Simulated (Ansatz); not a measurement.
`CN([SiH3])[SiH](O)O` + `[SiH3]B[SiH2][SiH3]` → `O[SiH](O)[SiH2][SiH3]` + `CN([SiH3])B[SiH3]`  (redistribution)

Isolated molecules relaxed with PBE0-D4/def2-TZVP in Ansatz; ΔE leaves out vibrations. CCSD(T)/CBS adds triple-zeta CCSD(T) − MP2 to the extrapolated MP2 energy (def2 sets, frozen cores). DFT in def2-TZVPP. B3LYP here is the variant with VWN-RPA as its local correlation; programs differ in this. One conformer a species, not always the lowest.

`CN([SiH3])[SiH](O)O`:

Cartesian coordinates in Å:
```
C 1.357 -0.512 -0.975
N 0.203 0.089 -0.302
Si 0.268 1.793 -0.042
Si -0.960 -1.025 0.306
O -0.391 -2.027 1.464
O -2.216 -0.195 0.954
H 1.673 0.097 -1.827
H 1.103 -1.504 -1.361
H 2.215 -0.632 -0.304
H 1.181 2.191 1.068
H 0.765 2.444 -1.284
H -1.093 2.301 0.275
H -1.340 -1.939 -0.791
H -0.221 -1.655 2.331
H -2.545 0.574 0.487
```

`[SiH3]B[SiH2][SiH3]`:

```xyz
13

Si    0.544   -2.015   -1.026
B     1.206   -0.239   -0.374
Si    0.090    1.387   -0.488
Si   -1.097    1.141    1.538
H     0.848   -3.136   -0.094
H     1.274   -2.272   -2.305
H    -0.915   -2.032   -1.324
H     2.265   -0.185    0.182
H    -0.924    1.380   -1.579
H     0.782    2.705   -0.458
H    -2.100    2.231    1.669
H    -1.805   -0.167    1.563
H    -0.167    1.201    2.696
```

`O[SiH](O)[SiH2][SiH3]`:

```xyz
13

O     0.097    1.417    2.563
Si   -0.125    1.188    0.947
O     1.149    1.717    0.044
Si   -0.330   -1.067    0.344
Si   -0.198   -1.302   -1.978
H     0.777    0.895    2.992
H    -1.342    1.990    0.657
H     1.353    2.654    0.066
H     0.760   -1.854    0.992
H    -1.630   -1.599    0.843
H     1.156   -0.909   -2.449
H    -1.206   -0.422   -2.628
H    -0.462   -2.707   -2.393
```

`CN([SiH3])B[SiH3]`:

Z-matrix (Å, degrees):
```
C
N 1 1.461
H 1 1.090 2 109.7
H 1 1.095 2 111.0 3 -120.0
H 1 1.095 2 111.0 3 120.0
Si 2 1.753 1 114.6 3 -179.4
B 2 1.397 1 121.4 3 0.6
H 6 1.487 2 109.2 1 -58.7
H 6 1.479 2 109.3 1 -179.7
H 6 1.487 2 109.2 1 59.3
Si 7 2.029 2 124.9 1 179.9
H 7 1.204 2 116.7 1 -0.1
H 11 1.493 7 112.6 2 -60.5
H 11 1.490 7 110.1 2 179.9
H 11 1.493 7 112.6 2 60.4
```

CCSD(T)/CBS gives -65.6 kJ/mol.

Question: Another level gave -72.2 kJ/mol. Which?
A. HF/def2-TZVPP
B. B3LYP/def2-TZVPP
C. PBE/def2-TZVPP
D. r2SCAN-D4/def2-TZVPP

Answer: B. B3LYP -72.2, PBE -79.4, r2SCAN-D4 -64.3, HF/def2-TZVPP -55.1 kJ/mol.

Largest T1 diagnostic among the species: 0.015.

In def2-TZVPP, CCSD(T) changes the Hartree–Fock value by −11.3 kJ/mol (the triples alone add −2.7 kJ/mol) and MP2 by −11.7 kJ/mol. From PBE to PBE0 (25 % exact exchange), in def2-TZVPP and without D4, ΔE moves by +5.9 kJ/mol.
